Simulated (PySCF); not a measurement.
Geometry:
```csv
atom,x (Å),y (Å),z (Å)
C1,1.065,3.039,0.225
C2,0.740,1.874,0.079
Si3,0.235,0.113,-0.103
O4,1.647,-0.746,-0.079
C5,2.839,-0.472,0.599
N6,-0.728,-0.249,-1.479
C7,-1.899,-1.019,-1.092
C8,-2.250,-0.582,0.333
N9,-0.987,-0.361,1.018
H10,1.343,4.071,0.346
H11,3.673,-0.955,0.067
H12,3.047,0.612,0.656
H13,2.815,-0.872,1.628
H14,-0.339,-0.459,-2.389
H15,-2.754,-0.830,-1.763
H16,-1.705,-2.110,-1.104
H17,-2.869,0.338,0.292
H18,-2.855,-1.361,0.828
H19,-1.056,-0.008,1.964
```

Geometry: PBE0-D3(BJ)/def2-SVP; GIAO absolute shieldings from PySCF 2.14, gas phase, non-relativistic, averaged over equivalent atoms.

At CAM-B3LYP/pcSseg-1 (210 basis functions, 2.1 min wall time on 1 thread of an Intel Xeon, shared host):
```
      atoms  σ (ppm)
         C1     80.8
         C2     95.0
         C5    130.7
      C7/C8    136.7
        Si3    386.4
         O4    289.1
      N6/N9    225.6
H11/H12/H13    27.61
    H16/H18    28.23
    H15/H17    28.28
        H10    29.14
    H14/H19    31.05
```

**Question.** Estimate the result of repeating the calculation with PBE0/pcSseg-1.

**Answer.** 
```csv
atoms,σ at PBE0/pcSseg-1,change
C1,83.7,+2.9
C2,98.9,+3.9
C5,132.6,+1.9
C7/C8,138.6,+1.9
Si3,394.7,+8.3
O4,284.5,-4.6
N6/N9,224.4,-1.2
H11/H12/H13,27.58,-0.03
H16/H18,28.12,-0.11
H15/H17,28.17,-0.11
H10,29.01,-0.13
H14/H19,30.90,-0.15
```

The largest change is at Si3 (silicon bonded to C, 2 N, O, in a 5-membered ring). Cost: 210 basis functions, 2.4 min wall time on 1 thread of an Intel Xeon, shared host. The order of the carbon signals is the same at both levels.
